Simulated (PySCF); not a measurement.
(Z)-1,2-dibromo-1,2-difluoroethene (C2Br2F2), SMILES Br/C(F)=C(/F)Br.

Coordinates come from a PBE-D3(BJ)/def2-SVP optimisation.

Method: PBE-D3(BJ)/def2-SVP in PySCF.

Frequencies are harmonic and unscaled.

```
mode  ν (cm⁻¹)  IR (km/mol)  moving atoms (share of kinetic energy)
----  --------  -----------  --------------------------------------
1          110          0.2                                 Br 91 %
2          121          0.0                         F 81 %, Br 14 %
3          304          3.0                                  F 95 %
4          306          0.1                         Br 50 %, F 48 %
5          311          0.1                          C 81 %, F 17 %
6          364          0.1                          F 61 %, C 32 %
7          431          1.3                 F 46 %, Br 32 %, C 22 %
8          497          0.0                                  C 93 %
9          877        133.0                          C 80 %, F 17 %
10        1132        315.8                          C 66 %, F 33 %
11        1194         25.9                          C 72 %, F 28 %
12        1679         31.8                                  C 97 %
```
